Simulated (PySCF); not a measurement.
Al(AsH2)(F)(OH) (AlAsFH3O), SMILES [AsH2][Al]([F])[OH].

Geometry: PBE-D3(BJ)/def2-SVP. The structure was generated by enumeration; whether it is a known compound was not checked. Other conformers were not sampled.

Two levels are set side by side: PBE/def2-TZVP (PySCF) and PBE0/def2-TZVP (PySCF). Same geometry, gas phase. Differences are taken from unrounded values.

| quantity | PBE0 | PBE | PBE minus PBE0 |
|---|---|---|---|
| orbital gap (eV) | 7.02 | 5.16 | -1.86 |
| highest occupied level (eV) | -7.82 | -6.76 | 1.07 |
| lowest empty level (eV) | -0.80 | -1.59 | -0.80 |
| dipole moment (D) | 0.71 | 0.69 | -0.02 |
| mean polarisability (bohr³) | 59.1 | 61.7 | 2.7 |

Without exact exchange PBE keeps part of each electron's self-repulsion, which lifts occupied levels and narrows the gap. Loosely held outer electrons make PBE densities more polarisable. Differences between two approximate levels are no errors against the true value.

Rough cost on one machine, each run with all the roots and properties that it gave: PBE0 against PBE within a factor of 2.
